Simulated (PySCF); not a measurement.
Coordinates in bohr (charge 1 multiplicity 1):
```
S     0.0000    0.0000    0.0000
K     0.0000    0.0000    5.3508
K     4.6339    0.0000   -2.6754
K    -4.6339    0.0000   -2.6754
```

Computed with PySCF, PBE0, basis S def2-TZVP, K def2-TZVP (no relativity, density fitting).

This geometry of [K3S]+ is a stationary point at this level.

What is the point group?

D3h.

Is it a minimum?

Yes: all harmonic wavenumbers are real, though the softest, 56 cm⁻¹, leaves little margin.

Which band is strongest in the infrared?

270 cm⁻¹ (e'), 215 km/mol.

Give the atomic charges and bond orders.


```
  atom  Mulliken  Löwdin  polar tensor  Mayer order to S1
    S1     -1.15   -0.37         -1.38                  –
K2,3,4      0.72    0.46          0.79               0.51
```

This need not be the most stable arrangement of these atoms.
